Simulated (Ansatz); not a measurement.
Born–Oppenheimer molecular dynamics of BClH2O2 (6 atoms, charge 0, multiplicity 1). It starts from a relaxed structure.

All numbers below come from Ansatz 0.2.0, RKS BLYP-D4/def2-SVP.

```yaml
ensemble: NVT, Langevin thermostat
time_step: 0.5 fs
steps_asked: 250
set_temperature: 300 K
friction: 0.005 /fs
seed: 637931
```

First frame:

```xyz
6
Properties=species:S:1:pos:R:3
B 0.068 -0.239 0.074
Cl -0.215 0.160 1.803
O 1.355 -0.267 -0.367
H 1.402 -0.493 -1.317
O -0.976 -0.506 -0.770
H -1.844 -0.453 -0.329
```

How far do the bonds stretch over the last three quarters of this one trajectory? (Pairs bonded in most of those frames.)


```json
{"bond": "B1–Cl2", "mean (Å)": "1.798", "spread (Å)": "0.009", "shortest": "1.78", "longest": "1.82"}
{"bond": "B1–O3", "mean (Å)": "1.364", "spread (Å)": "0.017", "shortest": "1.33", "longest": "1.39"}
{"bond": "B1–O5", "mean (Å)": "1.373", "spread (Å)": "0.010", "shortest": "1.35", "longest": "1.39"}
{"bond": "O3–H4", "mean (Å)": "0.978", "spread (Å)": "0.006", "shortest": "0.96", "longest": "0.99"}
{"bond": "O5–H6", "mean (Å)": "0.975", "spread (Å)": "0.004", "shortest": "0.97", "longest": "0.98"}
```

Mean temperature of the second half: 122 K. The mean temperature of the second half is 59 % below the set value. A run of 0.12 ps of so small a system gives no equilibrium averages.

The run took 6.4 min on 1 thread of Arm Neoverse V1, on a shared host, peak memory 0.12 GiB.
